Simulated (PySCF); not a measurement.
V (vanadium, neutral) across methods

[Ar] 3d3 4s2, high-spin 4F determinant. Computed with PySCF 2.14 in aug-cc-pVDZ-DK (7s6p4d2f, 59 functions), with scalar relativity by spin-free X2C-1e.

| method | E (hartree) | mean ε 3d α (eV) | mean ε 4s α (eV) | mean ε 4s β (eV) | Σ⟨r²⟩ (bohr²) | ⟨S²⟩ |
| --- | --- | --- | --- | --- | --- | --- |
| LC-wPBE | -948.990 | -11.043 | -7.478 | -6.721 | 45.01 | 3.757 |
| LDA | -946.957 | -6.304 | -5.081 | -4.420 | 44.41 | 3.755 |
| r2SCAN | -949.136 | -6.926 | -5.098 | -4.321 | 45.16 | 3.768 |
| UHF | -948.14019 | -13.803 | -6.796 | -5.913 | 47.24 | 3.763 |
| revPBE | -949.077 | -6.298 | -4.855 | -4.213 | 45.13 | 3.756 |
| PBE | -948.941 | -6.291 | -4.907 | -4.263 | 44.90 | 3.755 |
| PBE0 | -948.970 | -8.237 | -5.524 | -4.877 | 44.96 | 3.756 |
| B3LYP | -949.205 | -7.806 | -5.374 | -4.857 | 44.76 | 3.754 |
| M06-2X | -949.180 | -9.976 | -5.847 | -5.665 | 44.90 | 3.752 |
